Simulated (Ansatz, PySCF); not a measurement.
cycl[3.3.3]borane (C12H9B), SMILES C1=CC2=CC=CC3=CC=CC(=C1)B23.

Coordinates come from a B3LYP-D3(BJ)/def2-SVP optimisation.

Vertical ionisation energy (IE) and electron affinity (EA) in eV. Rows of orbital energies are one-electron estimates. Where ΔSCF, EOM or ADC give a negative EA the extra electron is unbound and the value depends on the basis.

| level | IE | EA |
|---|---|---|
| −ε(HOMO), −ε(LUMO), PBE0/def2-SVP (PySCF) | 5.65 | 3.41 |
| −ε(HOMO), −ε(LUMO), PBE/def2-SVP (PySCF) | 4.88 | 3.97 |
| ΔSCF, PBE/def2-SVPD (Ansatz), final states of multiplicity 2 and 2 | (withheld) | (withheld) |

Complete the blanks. (Estimate from the structure and the level; the computed values follow.)


- ΔSCF, PBE/def2-SVPD (Ansatz, an electronic-structure program), final states of multiplicity 2 and 2, IE: 7.24
- ΔSCF, PBE/def2-SVPD (Ansatz), final states of multiplicity 2 and 2, EA: 1.94

What vertical singlet–triplet gap does ΔSCF give with PBE/def2-SVPD (Ansatz)? (An estimate is asked for; the answer gives what the named calculation found.)

0.90 eV (triplet above singlet where positive).
